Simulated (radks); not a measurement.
Task: Coherent X-ray form factor from a spherical all-electron density. Method: scalar-relativistic Kohn-Sham, SCAN, spin-unpolarised, spherical densities, finite nucleus; meta-GGA in the generalised Kohn-Sham scheme; Fermi nuclear charge, rms radius of each element as measured or else 0.836 A^(1/3) + 0.57 fm; computed with a radial shooting solver on a logarithmic mesh with Libxc functionals.

| sin(theta)/lambda (1/angstrom) | f0 (electrons) |
|---|---|
| 0.05 | 45.856 |
| 0.1 | 45.428 |
| 0.15 | 44.730 |
| 0.2 | 43.783 |
| 0.25 | 42.615 |
| 0.3 | 41.262 |
| 0.4 | 38.147 |
| 0.5 | 34.749 |
| 0.6 | 31.352 |
| 0.8 | 25.370 |
| 1 | 21.023 |
| 1.25 | 17.580 |
| 1.5 | 15.329 |
| 2 | 11.707 |

The species is in the configuration that NIST lists as its ground one. Which atom or ion scatters so?

Result: The gadolinium ion Gd18+, [Kr] 4d10. Extrapolating in s^2 from the first two rows gives f0(0) = 46.0, near the electron count 46; among species with that count, the fall with angle is slower the higher Z, and the table is that of Z = 64; from so few rows the species is fixed only to a neighbour or two.
